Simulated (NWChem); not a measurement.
Species: C₂H₆Si, singlet; SMILES [Si](C)C

Results from NWChem. Pople sets run with spherical d functions. Low-valent species are run as closed-shell singlets; no triplet was tried in these runs. All runs use the structure optimised with B3LYP/6-31G* (spherical d). B3LYP is NWChem's, with the RPA form of VWN correlation. Static field.

| level | basis functions | isotropic polarisability (bohr³) | anisotropy (bohr³) | relative time |
|---|---|---|---|---|
| B3LYP/6-31G* | 58 | 49.6 | 12.6 | 1 |
| B3LYP/6-31+G* | 70 | 58.7 | 15.7 | 2 |
| B3LYP/def2-SVP | 76 | 50.6 | 14.2 | 1 |
| B3LYP/def2-SVPD | 112 | 60.8 | 15.5 | 3 |
| B3LYP/def2-TZVP | 135 | 58.3 | 15.8 | 6 |
| B3LYP/aug-cc-pVDZ | 127 | 63.7 | 15.4 | 10 |
| B3LYP/Sadlej pVTZ | 134 | 63.9 | 15.0 | 9 |
| B3LYP/def2-TZVPD | 171 | 63.0 | 15.2 | 10 |

Times are rough ratios from one shared machine.
